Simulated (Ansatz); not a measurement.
`BBO` and `BB(O)Br` differ in one atom or group.

Ansatz, PBE0-D4/def2-TZVP geometries, multiplicity 1. Each molecule was computed in one conformer, which needn't be the lowest.

Scalar relativity is left out up to krypton.

```
                               property   `BBO`
HOMO–LUMO gap (ωB97M-V/def2-TZVPP) / eV   10.39
  HOMO–LUMO gap (B3LYP/def2-TZVPP) / eV    5.76
      LUMO energy (PBE/def2-TZVPP) / eV   -2.82
    LUMO energy (B3LYP/def2-TZVPP) / eV   -2.01
   HOMO–LUMO gap (PBE0/def2-TZVPP) / eV    6.17
  HOMO energy (ωB97M-V/def2-TZVPP) / eV  -10.23
```

Question: What does the change do to each property? (Estimate.)

Answer: Ansatz gave: 
| property | `BB(O)Br` | shift |
| --- | --- | --- |
| HOMO–LUMO gap (ωB97M-V/def2-TZVPP) / eV | 10.44 | 0.05 |
| HOMO–LUMO gap (B3LYP/def2-TZVPP) / eV | 5.90 | 0.14 |
| LUMO energy (PBE/def2-TZVPP) / eV | -2.96 | -0.14 |
| LUMO energy (B3LYP/def2-TZVPP) / eV | -2.17 | -0.16 |
| HOMO–LUMO gap (PBE0/def2-TZVPP) / eV | 6.32 | 0.15 |
| HOMO energy (ωB97M-V/def2-TZVPP) / eV | -10.46 | -0.23 |

With PBE0 the HOMO falls by 0.35 eV and the LUMO falls by 0.20 eV, so the gap widens by about 0.15 eV. PBE moves the HOMO by -0.48 eV and ωB97M-V by -0.23 eV.

B3LYP here is the variant with VWN-RPA as its local correlation; programs differ in this.

Spin–orbit coupling is left out; it splits and shifts lone-pair levels of the heavy atoms by tenths of an eV.
